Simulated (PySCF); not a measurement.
## Calculated data, Al$_{2}$BH$_{5}$, AlBClH$_{4}$Si, AlBH$_{8}$Si$_{2}$, CH$_{5}$AlBSi and others

Calculation on a computer-drawn molecule: the log of a Hartree-Fock and frozen-core CCSD(T) single point meant for a local Hartree-Fock minimum, with one planted fault or none, to be diagnosed. Offsets are logged minus clean, where the clean run is the same molecule without the fault. The reference is restricted for singlets and unrestricted otherwise, and also for a bond in bohr or an excited solution. Adding or removing an electron swaps singlet and doublet. The excited solution moves the top pair (singlet) or top alpha electron (doublet) to the lowest empty orbital. Highest occupied and lowest empty are orbital energies over both spins, largest force is the largest gradient component, triples share is (T) over the correlation energy, the T1 limit is 0.02 restricted and 0.045 unrestricted, electrons count all cores, a negative frequency is imaginary (commonest isotopes), and the dipole is about the centre of nuclear charge. Program: PySCF 2.14.0.

Common to all runs: meant basis cc-pV(D+d)Z; logged SCF converged yes; possible faults no fault, one electron removed, one electron added, multiplicity raised by two, geometry at a saddle point, SCF held on an excited solution, minimal basis STO-3G, one bond length entered in bohr, all coordinates scaled.

(1) 
```xyz
8
formula=Al2BH5 meant_charge=0 meant_multiplicity=1 logged_electrons=36 logged_basis_functions=85 logged_spin_squared=0 logged_highest_occupied=-4.1627 logged_lowest_empty=-4.7924 logged_largest_force=0.082109 logged_CC_converged=no logged_dipole_magnitude=3.6084 logged_SCF_stable_within_its_kind=no logged_energy_HF=-510.95211 planted_fault=SCF_held_on_an_excited_solution HF_energy_offset_from_clean_run=255.1
Al     0.3500     0.7032    -1.6328
B      0.1811    -1.3469    -1.0476
Al     0.2603    -2.2365     0.8956
H      1.7648     1.3429    -1.9656
H     -0.9327     1.6349    -1.7219
H      0.0142    -2.1259    -1.9608
H      1.6411    -2.7107     1.5202
H     -1.0562    -2.4169     1.7650
```

Units: logged_highest_occupied, logged_lowest_empty in eV; logged_largest_force in hartree/bohr; logged_dipole_magnitude in debye; logged_energy_HF in hartree; HF_energy_offset_from_clean_run in kcal/mol.

Drawn bonds:
```csv
atom,other atom,order
1,2,1
2,3,1
1,4,1
1,5,1
2,6,1
3,7,1
3,8,1
```

Notes: CCSD not converged.

(2) 
```xyz
8
formula=AlBClH4Si meant_charge=0 meant_multiplicity=2 logged_electrons=52 logged_basis_functions=103 logged_spin_squared=0 logged_highest_occupied=-15.409 logged_lowest_empty=-6.7273 logged_largest_force=0.061446 logged_T1_diagnostic=0.019713 logged_D1_diagnostic=0.070621 logged_triples_share=0.02839 logged_CC_converged=yes logged_dipole_magnitude=4.7851 logged_SCF_stable_within_its_kind=yes logged_energy_HF=-1017.06947 logged_energy_CCSD(T)=-1017.49332 planted_fault=one_electron_removed HF_energy_offset_from_clean_run=174.4 CCSD(T)_energy_offset_from_clean_run=183.2
Al    -2.7328    -2.1926     0.6326
B     -3.2943    -0.1320     0.5468
Si    -2.1033     1.3202     0.9326
Cl    -0.1314     1.0085     1.4743
H     -2.1663    -2.9372    -0.6477
H     -2.8916    -3.0259     1.9725
H     -4.4007     0.2381     0.2494
H     -2.3209     2.7749     0.9196
```

Units: logged_highest_occupied, logged_lowest_empty in eV; logged_largest_force in hartree/bohr; logged_dipole_magnitude in debye; logged_energy_HF, logged_energy_CCSD(T) in hartree; HF_energy_offset_from_clean_run, CCSD(T)_energy_offset_from_clean_run in kcal/mol.

Drawn bonds:
```csv
atom,other atom,order
1,2,1
2,3,1
3,4,1
1,5,1
1,6,1
2,7,1
3,8,1
```

(3) 
```xyz
12
formula=AlBH8Si2 meant_charge=0 meant_multiplicity=1 logged_electrons=55 logged_basis_functions=123 logged_spin_squared=0.7616 logged_highest_occupied=-1.9285 logged_lowest_empty=5.2555 logged_largest_force=0.034057 logged_T1_diagnostic=0.013812 logged_D1_diagnostic=0.035168 logged_triples_share=0.029123 logged_CC_converged=yes logged_dipole_magnitude=0.25987 logged_SCF_stable_within_its_kind=yes logged_energy_HF=-849.09415 logged_energy_CCSD(T)=-849.55805 planted_fault=one_electron_added HF_energy_offset_from_clean_run=-13.71 CCSD(T)_energy_offset_from_clean_run=-26.98
Al    -0.5592     2.0566     1.1527
B      0.5317     0.2571     0.7793
Si    -0.0332    -1.0644    -0.6686
Si     2.1962    -0.2353     1.8511
H     -0.2587     3.3662     0.3112
H     -1.6786     2.0975     2.2747
H     -1.4788    -1.0093    -1.0071
H      0.7356    -0.6744    -1.8822
H      0.2972    -2.4737    -0.3370
H      1.7095    -1.0899     2.9686
H      3.1903    -1.0107     1.0664
H      2.9015     0.9310     2.4427
```

Units: logged_highest_occupied, logged_lowest_empty in eV; logged_largest_force in hartree/bohr; logged_dipole_magnitude in debye; logged_energy_HF, logged_energy_CCSD(T) in hartree; HF_energy_offset_from_clean_run, CCSD(T)_energy_offset_from_clean_run in kcal/mol.

Drawn bonds:
```csv
atom,other atom,order
1,2,1
2,3,1
2,4,1
1,5,1
1,6,1
3,7,1
3,8,1
3,9,1
4,10,1
4,11,1
4,12,1
```

(4) 
```xyz
12
formula=AlBH8Si2 meant_charge=0 meant_multiplicity=1 logged_electrons=54 logged_basis_functions=123 logged_spin_squared=2.0204 logged_highest_occupied=-8.0554 logged_lowest_empty=-1.1049 logged_largest_force=0.028877 logged_T1_diagnostic=0.017879 logged_D1_diagnostic=0.077726 logged_triples_share=0.027735 logged_CC_converged=yes logged_dipole_magnitude=1.9282 logged_SCF_stable_within_its_kind=yes logged_energy_HF=-849.00667 logged_energy_CCSD(T)=-849.44174 planted_fault=multiplicity_raised_by_two HF_energy_offset_from_clean_run=41.19 CCSD(T)_energy_offset_from_clean_run=46
Al    -0.5592     2.0566     1.1527
B      0.5317     0.2571     0.7793
Si    -0.0332    -1.0644    -0.6686
Si     2.1962    -0.2353     1.8511
H     -0.2587     3.3662     0.3112
H     -1.6786     2.0975     2.2747
H     -1.4788    -1.0093    -1.0071
H      0.7356    -0.6744    -1.8822
H      0.2972    -2.4737    -0.3370
H      1.7095    -1.0899     2.9686
H      3.1903    -1.0107     1.0664
H      2.9015     0.9310     2.4427
```

Units: logged_highest_occupied, logged_lowest_empty in eV; logged_largest_force in hartree/bohr; logged_dipole_magnitude in debye; logged_energy_HF, logged_energy_CCSD(T) in hartree; HF_energy_offset_from_clean_run, CCSD(T)_energy_offset_from_clean_run in kcal/mol.

Drawn bonds:
```csv
atom,other atom,order
1,2,1
2,3,1
2,4,1
1,5,1
1,6,1
3,7,1
3,8,1
3,9,1
4,10,1
4,11,1
4,12,1
```

(5) 
```xyz
9
formula=CH5AlBSi meant_charge=0 meant_multiplicity=2 logged_electrons=43 logged_basis_functions=99 logged_spin_squared=3.7687 logged_highest_occupied=-5.6093 logged_lowest_empty=-0.61666 logged_largest_force=0.079263 logged_T1_diagnostic=0.016234 logged_D1_diagnostic=0.047862 logged_triples_share=0.027441 logged_CC_converged=yes logged_dipole_magnitude=1.8646 logged_SCF_stable_within_its_kind=yes logged_energy_HF=-596.12777 logged_energy_CCSD(T)=-596.51524 planted_fault=multiplicity_raised_by_two HF_energy_offset_from_clean_run=67.95 CCSD(T)_energy_offset_from_clean_run=92.14
Al    -1.9806     0.0920    -0.5303
C     -1.2644    -0.4399     1.1825
B     -0.3489     0.4705     1.6691
Si     0.9136     1.9298     2.1224
H     -1.4897     1.4425    -1.1954
H     -3.0494    -0.8107    -1.2671
H     -1.5949    -1.3633     1.6454
H      0.5351     2.7352     3.3012
H      2.3343     1.5293     2.1729
```

Units: logged_highest_occupied, logged_lowest_empty in eV; logged_largest_force in hartree/bohr; logged_dipole_magnitude in debye; logged_energy_HF, logged_energy_CCSD(T) in hartree; HF_energy_offset_from_clean_run, CCSD(T)_energy_offset_from_clean_run in kcal/mol.

Drawn bonds:
```csv
atom,other atom,order
1,2,1
2,3,2
3,4,1
1,5,1
1,6,1
2,7,1
4,8,1
4,9,1
```

(6) 
```xyz
9
formula=AlH6NSi meant_charge=0 meant_multiplicity=1 logged_electrons=39 logged_basis_functions=90 logged_spin_squared=0.7605 logged_highest_occupied=-16.613 logged_lowest_empty=-6.9374 logged_largest_force=0.088627 logged_T1_diagnostic=0.029988 logged_D1_diagnostic=0.1641 logged_triples_share=0.02148 logged_CC_converged=yes logged_dipole_magnitude=2.1833 logged_SCF_stable_within_its_kind=yes logged_energy_HF=-588.53037 logged_energy_CCSD(T)=-588.89022 planted_fault=one_electron_removed HF_energy_offset_from_clean_run=199.6 CCSD(T)_energy_offset_from_clean_run=224.5
Al    -1.5317     0.7254     2.4201
N     -0.9901     0.6604     0.7204
Si    -0.5217    -0.6627    -0.2948
H     -1.6388    -0.6142     3.2411
H     -1.8815     2.1399     3.0252
H     -0.9440     1.5534     0.2535
H     -0.6293    -1.9093     0.4952
H     -1.3899    -0.7773    -1.4932
H      0.8732    -0.5220    -0.7820
```

Units: logged_highest_occupied, logged_lowest_empty in eV; logged_largest_force in hartree/bohr; logged_dipole_magnitude in debye; logged_energy_HF, logged_energy_CCSD(T) in hartree; HF_energy_offset_from_clean_run, CCSD(T)_energy_offset_from_clean_run in kcal/mol.

Drawn bonds:
```csv
atom,other atom,order
1,2,1
2,3,1
1,4,1
1,5,1
2,6,1
3,7,1
3,8,1
3,9,1
```

(7) 
```xyz
9
formula=AlBH5OSi meant_charge=1 meant_multiplicity=1 logged_electrons=44 logged_basis_functions=99 logged_spin_squared=0 logged_highest_occupied=-8.2825 logged_lowest_empty=-13.937 logged_largest_force=0.1759 logged_CC_converged=no logged_dipole_magnitude=14.189 logged_SCF_stable_within_its_kind=no logged_energy_HF=-632.41796 planted_fault=SCF_held_on_an_excited_solution HF_energy_offset_from_clean_run=434.6
Al    -1.6187     1.3503    -1.9271
O     -0.7076     0.0326    -1.1531
B     -0.8600    -1.0017    -0.3696
Si     0.9815    -1.9752    -0.0423
H     -3.1488     1.3291    -1.6331
H     -0.7072     2.2910    -2.7653
H     -1.8506    -1.4253     0.1436
H      1.9368    -1.6052     1.0135
H      1.5260    -3.0327    -0.9080
```

Units: logged_highest_occupied, logged_lowest_empty in eV; logged_largest_force in hartree/bohr; logged_dipole_magnitude in debye; logged_energy_HF in hartree; HF_energy_offset_from_clean_run in kcal/mol.

Drawn bonds:
```csv
atom,other atom,order
1,2,1
2,3,1
3,4,1
1,5,1
1,6,1
3,7,1
4,8,1
4,9,1
```

Notes: CCSD not converged.

(8) 
```xyz
6
formula=Al2ClH2O meant_charge=0 meant_multiplicity=2 logged_electrons=53 logged_basis_functions=34 logged_spin_squared=0.7544 logged_highest_occupied=-5.4434 logged_lowest_empty=6.0137 logged_largest_force=0.039403 logged_T1_diagnostic=0.021892 logged_D1_diagnostic=0.073806 logged_triples_share=0.061173 logged_CC_converged=yes logged_dipole_magnitude=4.3788 logged_SCF_stable_within_its_kind=yes logged_energy_HF=-1007.73289 logged_energy_CCSD(T)=-1007.85276 planted_fault=minimal_basis_STO-3G HF_energy_offset_from_clean_run=7407 CCSD(T)_energy_offset_from_clean_run=7624
Al    -0.1910     0.3080    -0.9835
O     -1.5581     0.0541    -0.0265
Al    -2.8576    -0.2920     0.9666
Cl    -2.7185    -1.9795     2.2637
H     -0.1245    -0.3725    -2.4020
H      0.9579     1.2319    -0.4304
```

Units: logged_highest_occupied, logged_lowest_empty in eV; logged_largest_force in hartree/bohr; logged_dipole_magnitude in debye; logged_energy_HF, logged_energy_CCSD(T) in hartree; HF_energy_offset_from_clean_run, CCSD(T)_energy_offset_from_clean_run in kcal/mol.

Drawn bonds:
```csv
atom,other atom,order
1,2,1
2,3,1
3,4,1
1,5,1
1,6,1
```
